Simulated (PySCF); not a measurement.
C4H8OSi, SMILES C[SiH]1CC(=O)C1. Atoms are numbered in the order given.

```xyz
14

C      2.5609     0.2852     0.0000
Si     0.8433    -0.4576     0.0000
C     -0.4652     0.2535     1.1999
C     -1.4156     0.1785     0.0000
O     -2.5842    -0.1227     0.0000
C     -0.4652     0.2535    -1.1999
H      2.5142     1.3857     0.0000
H      3.1282    -0.0327    -0.8896
H      3.1282    -0.0327     0.8896
H      0.8768    -1.9487     0.0000
H     -0.8395    -0.2112     2.1225
H     -0.1951     1.3071     1.4020
H     -0.1951     1.3071    -1.4020
H     -0.8395    -0.2112    -2.1225
```
Charge 0, spin multiplicity 1.

Geometry optimised at r2SCAN-D4/def2-SVP. This is a generated structure with no PubChem entry under its InChIKey; it may be hypothetical.

Calculation: PySCF with PBE/def2-TZVP.

Symmetry labels are those of the subgroup Cs that the program uses (full group Cs).

Computed valence orbital energies around the gap with their symmetry:
```tsv
orbital	symmetry	energy (eV)
HOMO−7	A'	-10.26
HOMO−6	A"	-10.19
HOMO−5	A"	-9.45
HOMO−4	A'	-8.87
HOMO−3	A'	-8.07
HOMO−2	A'	-7.53
HOMO−1	A"	-7.41
HOMO	A"	-5.47
LUMO	A'	-1.63
LUMO+1	A"	-0.11
LUMO+2	A'	0.07
LUMO+3	A'	0.43
```
